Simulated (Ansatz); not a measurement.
Geometry optimisation, RKS BLYP/6-31G* (Ansatz 0.2.0).

Input:

```yaml
crystal:
  periodic: [false, false, false]
  atoms:
    - { symbol: B, position_ang: [0.0, 0.0, 0.0] }
    - { symbol: H, position_ang: [0.0, 0.0, 1.54] }
    - { symbol: O, position_ang: [1.2211, 0.0, -0.705] }
    - { symbol: H, position_ang: [1.5209, -0.9519, -0.8599] }
    - { symbol: Cl, position_ang: [-1.6108, 0.0, -0.93] }
    - { symbol: "N", position_ang: [-0.2314, 1.7403, 0.5833] }
    - { symbol: H, position_ang: [-1.1621, 2.2275, 0.4417] }
    - { symbol: H, position_ang: [0.5667, 2.2503, 1.0593] }
    - { symbol: H, position_ang: [-0.1183, 0.89, 1.5631] }
basis:
  gaussian: { orbitals: "6-31G*" }
hamiltonian:
  xc: blyp
relax:
  f_tol: 0.15
  max_steps: 25
  restrain:
    - { distance: [0, 5], at: 1.55, k: 30.0 }
    - { distance: [8, 1], at: 0.66, k: 30.0 }
    - { distance: [0, 1], at: 2.39, k: 30.0 }
    - { distance: [8, 5], at: 2.26, k: 30.0 }
output:
  orbitals: {}
```

Run as:

```bash
$ ansatz run input.yaml --threads 1 --pin off --max-ram 2048MiB --backend cpu --events-out ev --progress --plain --runs-dir out
```

Where does it end, and by what steps?

The forces met the threshold. The restraints hold the end off the free minimum. After 14 steps the energy has fallen by 3.734 eV (the restraints' own energy left out); H9 moved furthest, 0.75 Å.

| step | energy less start (eV) | largest force component (eV/Å) | accepted |
| --- | --- | --- | --- |
| 0 | 0.0000 | 3.890 | yes |
| 1 | -0.2660 | 5.901 | yes |
| 2 | -1.7879 | 6.156 | yes |
| 3 | -3.0303 | 3.005 | yes |
| 4 | -3.4467 | 2.971 | yes |
| 5 | -3.5140 | 2.281 | yes |
| 6 | -3.6233 | 1.954 | yes |
| 7 | -3.6813 | 2.137 | yes |
| 8 | -3.7088 | 2.366 | yes |
| 9 | -3.7424 | 2.168 | yes |
| 10 | -3.7400 | 2.152 | yes |
| 11 | -3.7384 | 2.133 | yes |
| 12 | -3.6262 | 1.795 | no |
| 13 | -3.7347 | 2.145 | yes |
| 14 | -3.7336 | 2.037 | yes |

```xyz
9
Properties=species:S:1:pos:R:3
B -0.021 0.582 -0.286
H 0.046 -0.401 1.909
O 1.234 0.051 -0.427
H 1.220 -0.838 -0.833
Cl -1.493 -0.273 -0.908
N -0.199 1.889 0.386
H -1.059 2.421 0.284
H 0.627 2.453 0.584
H -0.168 0.273 1.983
```

The run took 49 s on 1 thread of Arm Neoverse V1, with other jobs on the host, peak memory 0.15 GiB.
